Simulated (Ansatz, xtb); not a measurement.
# Relative energy of two structures of BH3OSnZn

We compare a, a singlet given by its coordinates, with b, a singlet given by its coordinates. Both are isolated molecules in the gas phase, relaxed with B3LYP-D3(BJ)/def2-SVP.

a (Å):

```xyz
7

B    -1.0961    0.6213    0.2248
O    -0.3473    1.4706    0.7028
Sn   -1.1596   -1.5976   -0.6046
Zn    1.3750    0.1483    0.3650
H     2.7919    0.7488    0.4826
H    -0.4064   -0.8424   -2.0496
H     0.6120   -1.3931    0.2410
```

Close contacts (Å): B1–O2 1.23, B1–Sn3 2.37, B1–Zn4 2.52, O2–Zn4 2.20, Sn3–Zn4 3.23, Sn3–H6 1.80, Sn3–H7 1.97, Zn4–H5 1.54, Zn4–H7 1.72.

b (Å):

```xyz
7

B    -0.7524   -0.8678   -2.2229
O    -0.6256    0.2538   -2.8493
Sn    1.6512   -0.4023   -0.0108
Zn    0.8361    1.2421   -1.9623
H    -1.4975   -1.7997   -2.4372
H    -0.0040   -1.1202   -1.1589
H     2.6423   -1.1471   -1.3093
```

Close contacts (Å): B1–O2 1.29, B1–Zn4 2.65, O2–Zn4 1.97, Sn3–Zn4 2.68, B1–H5 1.21, B1–H6 1.33, Sn3–H6 2.14, Sn3–H7 1.80.

Which of the two would you expect CCSD(T)/def2-SVP + ΔMP2/def2-TZVPP electronic energies to favour?

Structure b; the calculation gives E(b) − E(a) = −0.175 eV.

The same difference at several levels:

| level | geometry | E(b) − E(a) (eV) | departure from the last row (eV) | job, with rough time for the two |
| --- | --- | --- | --- | --- |
| B3LYP-D3(BJ)/def2-SVP | B3LYP-D3(BJ)/def2-SVP | −0.381 | −0.206 | optimisation, 2.4 min |
| HF/def2-SVP | B3LYP-D3(BJ)/def2-SVP | −0.222 | −0.048 | part of the CCSD(T) run |
| MP2/def2-SVP | B3LYP-D3(BJ)/def2-SVP | −0.099 | +0.075 | part of the CCSD(T) run |
| CCSD(T)/def2-SVP | B3LYP-D3(BJ)/def2-SVP | −0.136 | +0.038 | single point |
| CCSD(T)/def2-SVP + ΔMP2/def2-TZVPP | B3LYP-D3(BJ)/def2-SVP | −0.175 |  | single point, 53 s |

The levels shown agree on the order. The largest departure from CCSD(T)/def2-SVP + ΔMP2/def2-TZVPP is that of B3LYP-D3(BJ)/def2-SVP, 0.206 eV. Levels run at GFN2-xTB geometries aren't shown. The last row adds to CCSD(T) the change of the MP2 difference between the two basis sets, here −0.038 eV.

With harmonic frequencies from B3LYP-D3(BJ)/def2-SVP (ideal gas, rigid rotor, one conformer each, 298.15 K, 1 atm): on the last row, ΔE + ΔZPE = −0.061 eV. A mode under 50 cm⁻¹ makes harmonic enthalpies and free energies unreliable, so none is given.

The correlated steps freeze 11 core orbitals; the filled d shell of Sn is correlated; the last core shell of Zn is correlated, in a basis made for valence electrons. Atoms past krypton carry core potentials in the def2 sets and no spin–orbit term is included. Codes used: Ansatz 0.2.0; the last row on 2 threads of Arm Neoverse V1 on a shared host.
